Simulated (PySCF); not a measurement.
C2H5O2, SMILES OC[CH]O, multiplicity 2.

The structure is a stationary point at B3LYP-D3(BJ)/def2-SVP. The isomer is the one that the SMILES or the coordinates give; other isomers of the formula were not compared. One conformer was computed; it need not be the lowest.

Calculation: PBE0/def2-TZVPD in PySCF.

| Property | Value |
|---|---|
| total energy | -229.43815 hartree |
| α spin, highest occupied and lowest empty level | -5.42 and -0.12 eV |
| β spin, highest occupied and lowest empty level | -7.84 and -0.92 eV |
| dipole moment | 2.87 D |
| quadrupole, principal values (traceless, Buckingham form, about the centre of nuclear charge) | -5.49, 1.07, 4.42 D·Å |
| mean static polarisability | 38.0 bohr³ (5.64 Å³) |
| polarisability, principal values | 33.6, 38.6, 41.9 bohr³ |
| ⟨S²⟩ | 0.754 (pure state 0.75) |
